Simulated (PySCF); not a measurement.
PySCF input file for SiOBr2, SMILES O=[Si](Br)Br, KT2/pcSseg-1. Geometry optimised at B3LYP-D3(BJ)/def2-SVP.

```python
import numpy as np
from pyscf import gto, scf, dft
from pyscf.prop.nmr import rks as nmr

mol = gto.M(
    atom='''
    Si    0.00000000   -0.00000000    0.83482981
    O    -0.00000000   -0.00000000    2.36265133
    Br   -0.00000000   -1.79090305   -0.43698326
    Br   -0.00000000    1.79090305   -0.43698326
    ''',
    basis='pcSseg-1',
    charge=0,
    spin=0,
    max_memory=1600,
    verbose=3,
)
mf = dft.RKS(mol, xc='kt2')
mf.grids.level = 3
mf.conv_tol = 1e-10
mf.max_cycle = 100
mf.kernel()
n = nmr.NMR(mf)
n.verbose = 2
n.max_cycle_cphf = 60
sigma = n.kernel()
print('atom   isotropic/ppm   span/ppm')
for i, s in enumerate(sigma):
    w = np.linalg.eigvalsh((s + s.T) / 2)
    print(f'{mol.atom_symbol(i):2s}{i + 1:3d} {w.mean():14.3f} {w[2] - w[0]:11.3f}')
```

It prints:

```
converged SCF energy = -5535.68946084693
atom   isotropic/ppm   span/ppm
Si  1        346.290     404.984
O   2       -132.474     356.457
Br  3       2022.115    1282.247
Br  4       2022.115    1282.247
```

The run converged.

Cost: very roughly 25 core-seconds.
